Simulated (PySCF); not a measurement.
Hf(NH2)2(SH)2 (H6HfN2S2), SMILES [NH2][Hf]([NH2])([SH])[SH], multiplicity 1.

Geometry: PBE0-D3(BJ)/def2-SVP. The multiplicity is an assumed one; other spin states were not compared. The def2 effective core potentials stand for the cores of Hf; spin–orbit coupling is left out. The values are those of a single conformer.

Two levels are set side by side: TDDFT-PBE/def2-SVPD (PySCF) and TDDFT-CAM-B3LYP/def2-SVPD (PySCF). Vertical, same geometry. The lowest singlet is HOMO→LUMO+1 95 % with PBE and HOMO→LUMO 81 % with the other functional; states are paired by order. Differences are taken from unrounded values.

```
quantity                              TDDFT-PBE
------------------------------------  ---------
lowest singlet excitation (eV)             4.31
lowest triplet excitation (TDA) (eV)       4.04
```

**Question.** These are the TDDFT-PBE values. What does TDDFT-CAM-B3LYP give? (Estimate from the structure and the level; the computed values follow.)

**Answer.** 
```json
[
 {"quantity": "lowest singlet excitation (eV)", "TDDFT-CAM-B3LYP": "5.05", "TDDFT-PBE minus TDDFT-CAM-B3LYP": "-0.75"},
 {"quantity": "lowest triplet excitation (TDA) (eV)", "TDDFT-CAM-B3LYP": "4.77", "TDDFT-PBE minus TDDFT-CAM-B3LYP": "-0.73"}
]
```

Functionals without exact exchange tend to place singlet excitations lower, as here. Differences between two approximate levels are no errors against the true value.

Rough cost on one machine, each run with all the roots and properties that it gave: TDDFT-CAM-B3LYP against TDDFT-PBE about 7 times.
